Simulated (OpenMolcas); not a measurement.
# Ni2+ in KMgF3: curves along the breathing mode

Ni2+ with its 6 nearest fluoride ions, on the Mg site of KMgF3 (a = 3.973 Å, distance in the model lattice 1.986 Å). The rest of the host is ab initio model potentials to 7.6 Å, with orthogonalisation functions on the cations behind the ligands, and point charges beyond; the distance is set by hand and nothing relaxes. Ligand basis ANO-RCC-VDZP.

```
Program             : OpenMolcas
Method              : CASSCF
Basis               : ANO-RCC-VDZP [5s4p2d1f]
Scalar Hamiltonian  : DKH2, point nucleus
Active space        : 8 electrons in 5 orbitals (3d)
State averaging     : 2S+1 = 3 even, 10 roots; 2S+1 = 1 even, 15 roots
Spin-orbit coupling : state interaction with AMFI integrals over the reference wave functions
```

Spin-free energies (labels of O, the rotations of Oh) in cm-1 above the lowest fitted minimum, as all ligands move together:

```tsv
R (Å)	3A2	3T2	3T1	1E	1T2	3T1(2)	1A1
1.864	5980	16540	23760	24880	34500	38890	36710
1.907	1930	11240	17770	20750	29110	33060	32180
1.951	130	8330	14220	18850	26100	29730	29920
1.995	490	7730	13010	19100	25390	28800	29830
2.039	2870	9270	14010	21350	26820	30070	31790
2.083	7200	12880	17130	25560	30310	33460	35740
2.127	13510	18560	22370	31740	35880	38960	41710
```

Cubic fits give the following; the wavenumber is harmonic, with the mass of all moving ligands, small differences in it between states hang on the degree of the fit, a number in brackets counts states of one label, and the table is a selection of at most 14 states with clean curves.

| State | R0 (Å) | Breathing mode (cm-1) | Minimum (cm-1) |
| --- | --- | --- | --- |
| 3A2 | 1.966 | 572 | 0 |
| 3T2 | 1.985 | 583 | 7640 |
| 3T1 | 1.997 | 587 | 12980 |
| 1E | 1.968 | 569 | 18680 |
| 1T2 | 1.987 | 582 | 25320 |
| 3T1(2) | 1.991 | 591 | 28750 |
| 1A1 | 1.975 | 572 | 29580 |
| 1T1 | 1.984 | 583 | 32160 |
| 1E(2) | 2.000 | 595 | 36700 |
| 1T2(2) | 1.999 | 594 | 37410 |
| 1A1(2) | 1.992 | 592 | 70590 |

The minimum of 3T2 is shifted by +0.0192 Å against 3A2 (from the unrounded fits). With M = 114.0 u for the moving shell, the Huang-Rhys factor in this mode is S = M ω ΔR² / 2ħ = 0.01483 × 114.0 × 572 × 0.0192² = 0.36. Only the first shell moves, against a rigid host.

Without dynamic correlation the repulsion within the d shell is too large (B by tens of per cent), so at a given field states of lower spin stand too high. Ligand-to-metal charge-transfer states are missing. With no ligand orbital active B as a rule stays too high, so bands that hang on it stand too high and its fall with covalency is understated. With metal d orbitals alone and no dynamic correlation 10Dq can be off by a tenth to a fifth, either way, in oxide and fluoride hosts. No measured value stands beside these numbers.
